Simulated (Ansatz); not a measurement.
Two members of one family (Series SiX4), computed with Ansatz in the gas phase. The two geometries come from different levels. A negative affinity means that the extra electron isn't bound at that geometry and level; within about 0.2 eV of zero the sign isn't settled. Binding counts from free atoms in the multiplicity of their measured ground term, without zero-point energy. A dash marks a value that wasn't run or was left out as unsound. The structures are stationary points that may keep the symmetry of their start. Remarks come from the PBE and PBE0 runs and from stability tests at other levels; not every state was tested. A HOMO above zero means that the electron is unbound at that level and held by the basis, or that self-interaction error raises the level; the energy of removing that electron tells which.

First: SiF4 (singlet, charge 0, PBE-D4/def2-SVP geometry).

```xyz
5

Si    0.0001    0.0000   -0.0003
F     1.4180    0.1148    0.7390
F    -0.9204   -1.0608    0.7726
F     0.2225   -0.4857   -1.5113
F    -0.7202    1.4318   -0.0001
```

```tsv
level	HOMO (eV)	LUMO (eV)	gap (eV)	vertical EA (eV)	binding per atom (eV)
LDA (SPW92)/def2-TZVP	-10.85	-1.47	9.38	–	5.64
PBE-D4/def2-TZVP	-10.57	-1.11	9.46	–	4.96
PBE-D4/def2-TZVPD	-10.65	-1.60	9.05	-0.44	4.95
B3LYP-D4/6-31G	-12.45	-1.36	11.09	–	3.81
PBE0-D4/def2-TZVPD	-12.81	-0.71	12.10	-0.61	4.78
```

Remarks: HOMO above zero (-1 doublet).

Second: SiH4 (singlet, charge 0, PBE0-D4/def2-TZVP geometry).

```xyz
5

Si   -0.0001    0.0000   -0.0002
H    -0.7721    0.0365   -1.2672
H    -0.2376   -1.2948    0.6869
H    -0.4377    1.1137    0.8784
H     1.4476    0.1446   -0.2979
```

Problem. What does the change do? Estimate second minus first.

Solution. 
| level | Δ HOMO (eV) | Δ LUMO (eV) | Δ gap (eV) | Δ vertical EA (eV) | Δ binding per atom (eV) |
| --- | --- | --- | --- | --- | --- |
| LDA (SPW92)/def2-TZVP | 2.34 | 1.54 | -0.80 | – | -2.63 |
| PBE-D4/def2-TZVP | 2.06 | 1.35 | -0.72 | – | -2.23 |
| PBE-D4/def2-TZVPD | 2.14 | 1.41 | -0.72 | -0.85 | -2.22 |
| B3LYP-D4/6-31G | 2.76 | 2.94 | 0.18 | – | -1.18 |
| PBE0-D4/def2-TZVPD | 2.95 | 1.11 | -1.84 | -0.78 | -2.04 |

Remarks: HOMO above zero (-1 doublet).
